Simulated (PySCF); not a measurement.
H$_{3}$BiTe$_{3}$ (SMILES [TeH][Bi]([TeH])[TeH]), singlet, geometry from GFN2-xTB (such geometries of metal compounds can be far from the true shape) (core potentials on Bi, Te); DF-CAMB3LYP/def2-TZVPD (PySCF).

PySCF was given this input:
```python
from pyscf import gto, scf, dft

mol = gto.M(
    atom='''
Bi    0.017530   -0.008349    0.982824
Te   -2.297365   -0.335743   -0.582330
H    -2.997107   -1.266954    0.599037
Te    0.701729    2.253002   -0.553192
H     1.836732    2.699886    0.571647
Te    1.542396   -1.889439   -0.472472
H     2.473830   -2.186570    0.870635
''',
    basis='def2-tzvpd',
    ecp={'Bi': 'def2-tzvpd', 'Te': 'def2-tzvpd'},
    charge=0,
    spin=0,
    verbose=4,
    max_memory=1800,
)

mf = dft.RKS(mol)
mf.xc = 'camb3lyp'
mf = mf.density_fit(auxbasis='def2-universal-jkfit')
mf.kernel()
```

Task: What does PySCF print? Leave out banner, timings and long lists.

Result: 
```
PySCF version 2.14.0

[INPUT] verbose = 4
[INPUT] num. atoms = 7
[INPUT] num. electrons = 98
[INPUT] charge = 0
[INPUT] spin (= nelec alpha-beta = 2S) = 0
[INPUT] symmetry False subgroup None
[INPUT] Mole.unit = angstrom
[INPUT] Symbol           X                Y                Z      unit          X                Y                Z       unit  Magmom
[INPUT]  1 Bi     0.017530000000  -0.008349000000   0.982824000000 AA    0.033126898964  -0.015777323414   1.857268188650 Bohr   0.0
[INPUT]  2 Te    -2.297365000000  -0.335743000000  -0.582330000000 AA   -4.341390658161  -0.634462318240  -1.100444214118 Bohr   0.0
[INPUT]  3 H     -2.997107000000  -1.266954000000   0.599037000000 AA   -5.663711396017  -2.394196072422   1.132015868481 Bohr   0.0
[INPUT]  4 Te     0.701729000000   2.253002000000  -0.553192000000 AA    1.326075623665   4.257556738097  -1.045381374300 Bohr   0.0
[INPUT]  5 H      1.836732000000   2.699886000000   0.571647000000 AA    3.470920444225   5.102045107547   1.080256269929 Bohr   0.0
[INPUT]  6 Te     1.542396000000  -1.889439000000  -0.472472000000 AA    2.914706015625  -3.570522239072  -0.892842681526 Bohr   0.0
[INPUT]  7 H      2.473830000000  -2.186570000000   0.870635000000 AA    4.674861178733  -4.132018452190   1.645261704461 Bohr   0.0

nuclear repulsion = 582.981878831005
number of shells = 90
number of NR pGTOs = 433
number of NR cGTOs = 260
basis = def2-tzvpd
ecp = {'Bi': 'def2-tzvpd', 'Te': 'def2-tzvpd'}

******** <class 'pyscf.df.df_jk.DFRKS'> ********
method = DFRKS
initial guess = minao
damping factor = 0
level_shift factor = 0
DIIS = <class 'pyscf.scf.diis.CDIIS'>
diis_start_cycle = 1
diis_space = 8
diis_damp = 0
SCF conv_tol = 1e-09
SCF conv_tol_grad = None
SCF max_cycles = 50
direct_scf = False
XC library pyscf.dft.libxc version 7.1.2
    S. Lehtola, C. Steigemann, M. J. T. Oliveira, and M. A. L. Marques,  SoftwareX 7, 1–5 (2018)
XC functionals = camb3lyp
    T. Yanai, D. P. Tew, and N. C. Handy,  Chem. Phys. Lett. 393, 51 (2004)
radial grids:
    Treutler-Ahlrichs [JCP 102, 346 (1995); DOI:10.1063/1.469408] (M4) radial grids

becke partition: Becke, JCP 88, 2547 (1988); DOI:10.1063/1.454033
pruning grids: <function nwchem_prune>
grids dens level: 3
symmetrized grids: False
atomic radii adjust function: <function treutler_atomic_radii_adjust>
small_rho_cutoff = 0
Set gradient conv threshold to 3.16228e-05
Initial guess from minao.
tot grids = 118744
******** <class 'pyscf.df.df.DF'> ********
auxbasis = def2-universal-jkfit
Create RSH-DF object <pyscf.df.df.DF object> for omega=0.33
******** <class 'pyscf.df.df.DF'> ********
auxbasis = auxmol.basis = def2-universal-jkfit
init E= -858.673181320168
  HOMO = -1.51407194353362  LUMO = -1.39585099731371  gap/eV = 3.21696
cycle= 1 E= -1015.55503024781  delta_E= -157  |g|= 5.45  |ddm|= 51.2
  HOMO = 0.0157808506450783  LUMO = 0.0320399841260386  gap/eV = 0.44243
cycle= 2 E= -1010.84079873762  delta_E= 4.71  |g|= 6.85  |ddm|= 27.8
  HOMO = -0.398525605574771  LUMO = -0.236227018757634  gap/eV = 4.41637
cycle= 3 E= -1020.10033851128  delta_E= -9.26  |g|= 1.45  |ddm|=   24
  HOMO = -0.27477336941857  LUMO = -0.0654983588974536  gap/eV = 5.69466
cycle= 4 E= -1020.47837259026  delta_E= -0.378  |g|= 0.709  |ddm|= 1.89
  HOMO = -0.238095861956274  LUMO = -0.0272351941161748  gap/eV = 5.73781
cycle= 5 E= -1020.54595685056  delta_E= -0.0676  |g|= 0.144  |ddm|= 0.624
  HOMO = -0.262337565613562  LUMO = -0.0416564404688744  gap/eV = 6.00504
cycle= 6 E= -1020.55159657647  delta_E= -0.00564  |g|= 0.0357  |ddm|= 0.227
  HOMO = -0.265239641807359  LUMO = -0.0469226352302129  gap/eV = 5.94071
cycle= 7 E= -1020.55187433806  delta_E= -0.000278  |g|= 0.018  |ddm|= 0.0653
  HOMO = -0.266511070583107  LUMO = -0.0466527967728939  gap/eV = 5.98265
cycle= 8 E= -1020.55195470829  delta_E= -8.04e-05  |g|= 0.00467  |ddm|= 0.0239
  HOMO = -0.266586227140606  LUMO = -0.0467503648072133  gap/eV = 5.98204
cycle= 9 E= -1020.55196035333  delta_E= -5.65e-06  |g|= 0.00133  |ddm|= 0.00643
  HOMO = -0.26653284734481  LUMO = -0.046637322113131  gap/eV = 5.98366
cycle= 10 E= -1020.55196149369  delta_E= -1.14e-06  |g|= 0.000762  |ddm|= 0.00393
  HOMO = -0.266515030610957  LUMO = -0.0466184566322842  gap/eV = 5.98369
cycle= 11 E= -1020.55196174085  delta_E= -2.47e-07  |g|= 0.000194  |ddm|= 0.00165
  HOMO = -0.2665267841333  LUMO = -0.0466171524759741  gap/eV = 5.98405
cycle= 12 E= -1020.55196176821  delta_E= -2.74e-08  |g|= 6.15e-05  |ddm|= 0.000674
  HOMO = -0.266532433415679  LUMO = -0.0466197621302241  gap/eV = 5.98413
cycle= 13 E= -1020.55196177101  delta_E= -2.8e-09  |g|= 1.83e-05  |ddm|= 0.000205
  HOMO = -0.266532811957558  LUMO = -0.0466199805545093  gap/eV = 5.98413
cycle= 14 E= -1020.55196177128  delta_E= -2.71e-10  |g|= 9.78e-06  |ddm|= 6.98e-05
  HOMO = -0.266532341301478  LUMO = -0.0466188668818118  gap/eV = 5.98415
Extra cycle  E= -1020.5519617713  delta_E= -1.84e-11  |g|= 1.11e-05  |ddm|= 2.5e-05
converged SCF energy = -1020.5519617713
```
